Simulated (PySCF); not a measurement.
Excitations are Tamm–Dancoff values on a coarser integration grid. The basis has no diffuse functions, so Rydberg states are missing or too high.

Cartesian coordinates (Å):
SMILES: [OH][Sn]([OH])([Cl])[OH]
```xyz
8

O      0.5839    -1.5045    -0.9183
Sn     0.3301     0.1520     0.0757
O     -0.7354     1.3827    -0.9951
O     -0.6125    -0.2344     1.7368
Cl     2.3746     1.0985     0.5461
H      0.2550    -1.4229    -1.8225
H     -1.4928     1.7145    -0.4966
H     -0.7029    -1.1859     1.8740
```
Charge 0, multiplicity 1.

Q: Estimate the S1 oscillator strength, S1 excitation (TDA), total energy, LUMO and HOMO–LUMO gap that r2SCAN-D4/def2-TZVP in PySCF returns for this input.

A: 
The S1 oscillator strength is 0.004 and the S1 excitation (TDA) is 5.28 eV. The total energy is -902.1463 Ha and the LUMO is -2.81 eV. The HOMO–LUMO gap comes out as 5.19 eV.
